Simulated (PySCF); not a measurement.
## IrCl: from constants to spectrum

UHF-CCSD(T) constants of IrCl, triplet, unpaired electrons π ↑, δ ↑ (PySCF, scalar-relativistic core potentials, basis sets Ir def2-TZVPP with ECP60, Cl def2-TZVPP; masses 192.9629 and 34.9689 u):

| Item | Value |
| --- | --- |
| ωe | 411.5 cm⁻¹ |
| ωexe | 1.36 cm⁻¹ |
| Be | 0.12065 cm⁻¹ |
| αe | 0.000524 cm⁻¹ |
| De to Ir (5d7 6s2) + Cl | 3.21 eV |

(1) What force constant and bond length do these constants imply?

(2) Estimate the centrifugal constant D from the Kratzer relation and find the Dunham coefficient a1.

Correlated steps freeze 5 core orbitals. These are scalar-relativistic numbers at best; spin–orbit coupling would shift them, the dissociation energy most. The state is the lowest single determinant that the PBE0 search found; with open d or f shells the true ground state can be another one.

Answers

(1) Reduced mass μred = 29.604 u; k = 5.8918×10⁻⁷·μred·ωe² (u, cm⁻¹, mdyn/Å) = 2.95 mdyn/Å; Re = √(16.8576/(μred·Be)) (u, cm⁻¹, Å) = 2.172 Å.

(2) D = 4Be³/ωe² = 4.15e-08 cm⁻¹; a1 = −1 − αeωe/(6Be²) = -3.47.
